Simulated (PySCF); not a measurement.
# Working out the ionisation energy of Pt²⁺

Pt²⁺ [Xe] 4f14 5d8 (3F) → Pt³⁺ [Xe] 4f14 5d7 (4F). Calculation: PySCF 2.14, in cc-pVDZ-PP with ECP60MDF (4s4p3d1f, 38 functions); a scalar-relativistic core potential. Frozen: 5s2 5p6. Energies in hartree (1 hartree = 27.21139 eV):

| part | Pt²⁺ (lower) | Pt³⁺ (upper) |
| --- | --- | --- |
| UHF | -117.614067 | -116.541777 |
| MP2 opposite-spin | -0.095187 | -0.060155 |
| MP2 same-spin | -0.054756 | -0.044509 |

Problem. What does Hartree-Fock give?

Solution. (-116.541777) − (-117.614067) = 1.072290 hartree = 29.178 eV.

Problem. What do MP2 and SCS-MP2 (6/5 opposite-spin, 1/3 same-spin) give?

Solution. The opposite-spin parts differ by 0.953 eV and the same-spin parts by 0.279 eV. MP2: 29.178 + (0.953) + (0.279) = 30.410 eV. SCS-MP2: 29.178 + 1.2 × (0.953) + (0.279)/3 = 30.415 eV.

Reference: 29 ± 1.6 eV (theoretical estimate listed by NIST; NIST Atomic Spectra Database, ionization energies), between the lowest levels; spin-orbit coupling is absent from the calculation.

A double-zeta basis recovers only part of the correlation energy.

What remains against the reference includes basis incompleteness, the frozen core and correlation beyond second order.
